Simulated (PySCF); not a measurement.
Compound: C3H12BN.
Atom-mapped SMILES: `[BH3-:1][NH2+:2][CH2:3][CH2:4][CH3:5]` (hydrogens: H6, H7, H8 on B1; H9, H10 on N2; H11, H12 on C3; H13, H14 on C4; H15, H16, H17 on C5)

Theory: core-valence-separated Tamm–Dancoff BHandHLYP/aug-pcX-1 (pcseg-1 on H) in PySCF, non-relativistic, gas phase, PBE0-D3(BJ)/def2-SVP geometry.

Computed boron K-edge spectrum, Gaussian lines of 0.4 eV full width, highest printed point 100; it ends one width below the last computed root. The energies are unshifted.

photon energy (eV), absorption and a bar:
```
    187.7          2 
    187.8          7 ##
    187.9         21 ######
    188.0         44 #############
    188.1         66 ####################
    188.2         70 #####################
    188.3         53 ################
    188.4         28 ########
    188.5         11 ###
    188.6          3 
    188.7          2 
    188.8          7 ##
    188.9         19 #####
    189.0         40 ############
    189.1         65 ###################
    189.2         81 ########################
    189.3         77 #######################
    189.4         56 #################
    189.5         36 ##########
    189.6         28 ########
    189.7         35 ##########
    189.8         50 ###############
    189.9         72 #####################
    190.0        100 ##############################
```

Problem. Assign the maxima to core holes.

Solution. 2 maxima:
- 188.2 eV: B1 (four-coordinate boron), 188.17 eV, f = 0.012, 100 % of the height at the exact maximum
- 189.2 eV: B1 (four-coordinate boron), 189.28 eV, f = 0.009, 65 % of the height at the exact maximum; B1 (four-coordinate boron), 189.12 eV, f = 0.006, 35 % of the height at the exact maximum

Further lines of some strength in the range: B1, 189.84 eV, f = 0.006.

Roots within 0.03 eV on the same or equivalent atoms count as one line; shares under 12 % aren't listed.

Vibrational structure and lifetime widths aren't in the curve. The ionisation threshold wasn't computed; near and above it a finite basis only mimics Rydberg series and continuum.

The values belong to the conformer `[BH3-:1][NH2+:2][CH2:3][CH2:4][CH3:5]`: B1–N2–C3–C4 178°, N2–C3–C4–C5 63°.
